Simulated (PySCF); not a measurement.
A mixed set of molecules. Theory: PySCF, TDDFT PBE0/def2-SVPD, vertical, gas phase, core orbitals frozen in the response. Geometries: GFN2-xTB; one conformer of each isolated species. Triplets are in the Tamm–Dancoff approximation.

Question: Rank by computed lowest triplet energy, lowest first.
A. `C#C/C(=C\F)CC`
B. `FC1=CC[C@@H]2C[C@H]12`
C. `F[C@]12C[C@@H]3[C@H](C1)[C@@H]32`
D. `CO[C@@H]1[C@@H](F)[C@@H]1[SiH3]`
E. `C[C@@H]1C[C@H](F)[SiH2]O1`

Answer: A (3.45 eV), B (4.22 eV), E (6.23 eV), D (6.82 eV), C (7.09 eV).

```
                          SMILES  T1 (eV)  gap (eV)  S1 (eV)  HOMO (eV)  f (S1)  first f ≥ 0.01 (nm)    S1 mainly
                   C#C/C(=C\F)CC     3.45      6.19     5.61      -6.97   0.000                  217  H-1→L (96%)
           FC1=CC[C@@H]2C[C@H]12     4.22      7.21     6.45      -6.69   0.076                  192    H→L (59%)
       C[C@@H]1C[C@H](F)[SiH2]O1     6.23      8.09     6.72      -8.05   0.025                  184    H→L (91%)
 CO[C@@H]1[C@@H](F)[C@@H]1[SiH3]     6.82      8.14     7.00      -7.62   0.017                  177    H→L (88%)
F[C@]12C[C@@H]3[C@H](C1)[C@@H]32     7.09      8.43     7.22      -7.50   0.002                  166    H→L (91%)
```

H and L stand for HOMO and LUMO.
